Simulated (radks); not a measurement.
Values are calculated unless marked as measured or tabulated.
Task: La V, configuration [Kr] 4d10 5s2 5p5. Code: a radial shooting solver on a logarithmic mesh with Libxc functionals. Model: Dirac Kohn-Sham, PBE, spin-unpolarised, spherical densities, finite nucleus; open shells fill j = l - 1/2 first; Fermi nuclear charge, rms radius 4.855 fm. Some entries of the table are withheld. Estimate them.

orbital  occ.  eigenvalue (eV)  <r^2> (bohr^2)
1s1/2       2        -38753.93       0.0008538
2s1/2       2        -6199.047         0.01356
2p1/2       2        -5848.749        0.009960
2p3/2       4        -5435.621         0.01123
3s1/2       2        -1355.838         0.09283
3p1/2       2        -1208.113             (1)
3p3/2       4        -1127.583             (2)
3d3/2       4        -868.7924         0.07844
3d5/2       6        -851.5631         0.08061
4s1/2       2        -303.8121          0.4823
4p1/2       2              (3)          0.5167
4p3/2       4              (4)          0.5584
4d3/2       4        -143.0418          0.6698
4d5/2       6        -140.0552          0.6865
5s1/2       2         -74.4039           2.567
5p1/2       2         -58.9003             (5)
5p3/2       3         -56.0607             (6)

Result: 
(1) 3p1/2 <r^2> (bohr^2): 0.08768
(2) 3p3/2 <r^2> (bohr^2): 0.09530
(3) 4p1/2 eigenvalue (eV): -249.4206
(4) 4p3/2 eigenvalue (eV): -232.2628
(5) 5p1/2 <r^2> (bohr^2): 3.110
(6) 5p3/2 <r^2> (bohr^2): 3.347
